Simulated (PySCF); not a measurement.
## Stationary points of TaNBr₂

Method: PySCF, PBE0, basis Ta def2-SVP with ECP60, N def2-SVP, Br def2-SVP (scalar-relativistic core potentials, no spin–orbit coupling, density fitting).

Relaxations began from a few typed shapes. The search is not exhaustive: other isomers or separated fragments can lie lower, and high-lying points may rest on an excited occupation.

Q: Order these stationary points by electronic energy, lowest first, in kJ/mol from the lowest minimum.
A. singlet C2v: Ta–Br 2.488 Å (×2), Ta–N 1.673 Å; Br–Ta–Br 138.7°, Br–Ta–N 110.7° (×2)
B. singlet Cs: Ta–Br 2.460 Å (×2), Ta–N 1.678 Å; Br–Ta–Br 113.4°, Br–Ta–N 105.7° (×2)

A: B (0.0), A (19.0).

Q: Which of them are minima?

A: By energy in kJ/mol, 0.0: minimum; 19.0: saddle point, 1 imaginary mode.

Formally Ta is in oxidation state +5, d0. The polar-tensor charge on Ta, 1.59, is far below the formal one.

For the lowest minimum: no spin–orbit coupling is included, which matters more the heavier the element.
